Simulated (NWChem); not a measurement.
**Atomisation of DMF (C3H7NO)**

```xyz
12

C     -1.7452     0.2376     0.0000
N     -0.3015     0.1757     0.0000
C      0.4356     1.4237     0.0000
C      0.3696    -1.0159     0.0000
O      1.5752    -1.1511     0.0000
H     -2.1616    -0.7807     0.0000
H     -2.1270     0.7662     0.8925
H     -2.1270     0.7662    -0.8925
H      1.5074     1.1875     0.0000
H      0.1955     2.0260    -0.8943
H      0.1955     2.0260     0.8943
H     -0.3344    -1.8848     0.0000
```
Charge 0, spin multiplicity 1.

The numbers come from NWChem runs, not from measurements. All single points use one geometry, from B3LYP/def2-SVP, a minimum by its harmonic frequencies. It is one conformer; others weren't searched.

Basis set: def2-TZVP. The atomisation energy is electronic alone: no zero-point, thermal, spin-orbit or counterpoise terms. No value is extrapolated to the basis-set limit. Free atoms are single determinants with multiplicities C 3, N 4, O 3, H 2.

B3LYP has NWChem's definition, with VWN1-RPA local correlation. No SCF solution was tested for a lower state. Open-shell Hartree-Fock references start from PBE0 orbitals.

Problem. One of these methods gave an atomisation energy of 1178.8 kcal/mol. Which?
A) B3LYP
B) PBE
C) M06-2X
D) HF

Solution. B, PBE. The others give 1146.8 (M06-2X), 811.1 (HF), 1143.3 (B3LYP).
